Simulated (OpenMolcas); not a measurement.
**C2H7NSi (SMILES C=N[SiH2]C): the vertical ionisation energy from total energies**

C2H7NSi has 11 atoms, charge 0, and is taken as a singlet. SMILES: `C=N[SiH2]C`. Geometry: relaxed at PBE0-D4/def2-TZVP. This is one conformer, not always the lowest.

Both states at this one shape; open shells run unrestricted unless said. 1 Eh = 27.2114 eV.

| level | program | singlet C2H7NSi (Eh) | doublet C2H7NSi+ (Eh) | HOMO of the first (eV) |
| --- | --- | --- | --- | --- |
| HF/3-21G | OpenMolcas | -420.904344 | -420.616788 | -10.20 |
| HF/6-31G* (spherical functions) | OpenMolcas | -423.171513 | -422.874155 | -10.48 |
| SVWN5/6-31G* (spherical functions) | OpenMolcas | -422.249772 | -421.915897 | -5.44 |
| B3LYP/6-31G* (Cartesian functions) | OpenMolcas | -424.667583 | -424.330659 | -6.60 |

Problem. Work out the vertical ionisation energy at each level.

Solution. 
1. HF/3-21G: -420.616788 − (-420.904344) = 0.287556 Eh = 7.82 eV; −ε(HOMO) = 10.20 eV.
2. HF/6-31G* (spherical functions): -422.874155 − (-423.171513) = 0.297358 Eh = 8.09 eV; −ε(HOMO) = 10.48 eV.
3. SVWN5/6-31G* (spherical functions): -421.915897 − (-422.249772) = 0.333875 Eh = 9.09 eV; −ε(HOMO) = 5.44 eV.
4. B3LYP/6-31G* (Cartesian functions): -424.330659 − (-424.667583) = 0.336924 Eh = 9.17 eV; −ε(HOMO) = 6.60 eV.

No measured value is set beside it here; the levels span 7.82 to 9.17 eV. In Hartree–Fock, −ε(HOMO) (Koopmans) exceeds the difference of totals by the orbital relaxation of the ion. In semi-local functionals −ε(HOMO) lies far under the ionisation energy, a result of self-interaction. Hartree–Fock favours the state with fewer electron pairs, since it lacks pair correlation. The reference of the second state is spin-contaminated at HF/3-21G (⟨S²⟩ = 0.90). The reference of the second state is spin-contaminated at HF/6-31G* (spherical functions) (⟨S²⟩ = 0.86).
